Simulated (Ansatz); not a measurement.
Ansatz (a program for electronic structure) input (B3LYP-D3(BJ)/def2-TZVP):

Ansatz 0.2 input:
```yaml
crystal:
  periodic: [false, false, false]
  atoms:
    - {symbol: Cd, position_ang: [0.85342369, 0.10554072, -0.10551662]}
    - {symbol: Br, position_ang: [-0.72708873, 1.55915041, -1.24201065]}
    - {symbol: Br, position_ang: [-0.12625144, -1.61338301, 1.30024453]}
basis:
  gaussian:
    orbitals: def2-TZVP
hamiltonian:
  xc: b3lyp
  dispersion: d3bj
relax: {f_tol: 0.002, max_steps: 150}
```

End of the output:

```
mean field -144663.90620999 eV, -5316.3004964998 hartree, gradient 2.2e-5 eV, S^2 0.000000; 0 other end points of the search recorded, 0 dependent functions left out
the calculation of the forces begins
reference -144663.90643168 eV, -5316.3005046466 hartree; 45, 45 occupied and 91, 91 virtual orbitals, 1102 factors
relax step   7: F+E_penalty+E_count = -144664.07860031 eV  Δ(F+E_penalty+E_count) = -5.157e-5 eV  max|allowed force component| = 1.582e-3 eV/Å  Δτ_max = 0.0023 Å  (25 SCF iters, accepted)
integrals: 0.09 GiB planned
1102 factors; integrals over basis functions are off by at most 3.6e-4 eV
mean field: 0.80 GiB planned
mean field -144663.90620999 eV, -5316.3004964998 hartree, gradient 2.2e-5 eV, S^2 0.000000; 1 other end points of the search recorded, 0 dependent functions left out
the calculation of the forces begins
reference -144663.90643168 eV, -5316.3005046466 hartree; 45, 45 occupied and 91, 91 virtual orbitals, 1102 factors
Total energy: -144664.07882200 eV, -5316.3068398740 hartree
Atom 0 at     0.000173     0.017117    -0.015776 Å, force    -0.000203    -0.000005     0.000009 eV/Å
Atom 1 at    -0.354294     1.889111    -1.515867 Å, force     0.000401    -0.001576     0.001261 eV/Å
Atom 2 at     0.354205    -1.854920     1.484360 Å, force    -0.000197     0.001582    -0.001270 eV/Å
Dipole moment:     0.000128     0.000012    -0.000013 e Å
```
